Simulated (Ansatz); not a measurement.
BeH₂, SMILES [BeH2].

Coordinates come from a PBE0-D3(BJ)/def2-TZVPD optimisation. The isomer is the one that the SMILES or the coordinates give; other isomers of the formula were not compared.

Two levels are set side by side: PBE/def2-TZVPD (Ansatz, a first-principles code) and ωB97X-V/def2-TZVPD (Ansatz). Energy differences of separate SCF runs at the same geometry; the states with an electron removed or added have multiplicity 2 and 2. Differences are taken from unrounded values.

```
quantity                           ωB97X-V    PBE  PBE minus ωB97X-V
---------------------------------  -------  -----  -----------------
vertical ionisation energy (eV)      11.99  11.60              -0.39
vertical singlet–triplet gap (eV)     6.21   5.46              -0.76
```
